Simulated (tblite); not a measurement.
Compound: C₅H₁₂AsNSi.
Numbering: `[NH2:1][C@@H:2]1[CH:3]=[CH:4][C@@H:5]([SiH2:6][AsH2:7])[CH2:8]1` (hydrogens: H9, H10 on N1; H11 on C2; H12 on C3; H13 on C4; H14 on C5; H15, H16 on Si6; H17, H18 on As7; H19, H20 on C8)

Computed with GFN2-xTB (tblite), gas phase: L-BFGS steps from a force-field or distance-geometry start until the largest atomic force falls under 0.01 eV/Å.

At the end of the run (lengths in Å): C5–Si6 1.920, As7–H17 1.500, As7–H18 1.501, Si6–As7 2.321, C2–C3 1.512, C2–C8 1.541, N1–H10 1.016, C5–Si6–As7 107.0°, C2–C8–C5 105.8°, Si6–C5–C8 111.7°, C3–C4–C5 112.4°, N1–C2–C3–C4 -131°, C2–C3–C4–C5 -4°, C3–C4–C5–Si6 -104°, H15–Si6–C5–C4 -178°, H14–C5–Si6–As7 178°.

Task: These geometries were met on the way; a selection of coordinates is given. Order them by energy above the end point, lowest first.
A. C5–Si6 1.943, As7–H17 1.566, As7–H18 1.562, Si6–As7 2.332, C2–C3 1.523, C2–C8 1.550, N1–H10 1.002, C5–Si6–As7 111.3°, C2–C8–C5 101.7°, Si6–C5–C8 106.3°, C3–C4–C5 110.8°, N1–C2–C3–C4 -141°, C2–C3–C4–C5 0°, C3–C4–C5–Si6 -92°, H15–Si6–C5–C4 116°, H14–C5–Si6–As7 120°
B. C5–Si6 1.998, As7–H17 1.552, As7–H18 1.549, Si6–As7 2.365, C2–C3 1.526, C2–C8 1.546, N1–H10 1.007, C5–Si6–As7 107.8°, C2–C8–C5 103.9°, Si6–C5–C8 107.3°, C3–C4–C5 112.2°, N1–C2–C3–C4 -139°, C2–C3–C4–C5 -4°, C3–C4–C5–Si6 -91°, H15–Si6–C5–C4 117°, H14–C5–Si6–As7 118°
C. C5–Si6 1.936, As7–H17 1.492, As7–H18 1.494, Si6–As7 2.335, C2–C3 1.514, C2–C8 1.535, N1–H10 1.016, C5–Si6–As7 108.8°, C2–C8–C5 103.6°, Si6–C5–C8 111.8°, C3–C4–C5 111.9°, N1–C2–C3–C4 -142°, C2–C3–C4–C5 -2°, C3–C4–C5–Si6 -97°, H15–Si6–C5–C4 117°, H14–C5–Si6–As7 117°
D. C5–Si6 1.840, As7–H17 1.573, As7–H18 1.568, Si6–As7 2.323, C2–C3 1.476, C2–C8 1.506, N1–H10 1.050, C5–Si6–As7 114.4°, C2–C8–C5 100.3°, Si6–C5–C8 108.1°, C3–C4–C5 107.0°, N1–C2–C3–C4 -142°, C2–C3–C4–C5 0°, C3–C4–C5–Si6 -94°, H15–Si6–C5–C4 118°, H14–C5–Si6–As7 121°
E. C5–Si6 1.927, As7–H17 1.494, As7–H18 1.491, Si6–As7 2.360, C2–C3 1.513, C2–C8 1.534, N1–H10 1.014, C5–Si6–As7 109.3°, C2–C8–C5 103.0°, Si6–C5–C8 109.2°, C3–C4–C5 111.3°, N1–C2–C3–C4 -142°, C2–C3–C4–C5 -1°, C3–C4–C5–Si6 -94°, H15–Si6–C5–C4 118°, H14–C5–Si6–As7 117°

Result: C (0.139 eV), E (0.226 eV), B (0.384 eV), A (0.716 eV), D (1.254 eV).

```csv
step,E above end (eV),"rms distance from the end, all atoms (Å)",largest force (eV/Å),rms shift of all bonds from the end (Å)
27,0.139,0.819,0.194,0.006
8,0.226,0.860,0.317,0.011
4,0.384,0.869,1.049,0.026
2,0.716,0.875,1.255,0.023
0,1.254,0.880,2.688,0.035
```

Rows stand in the order of the answer.
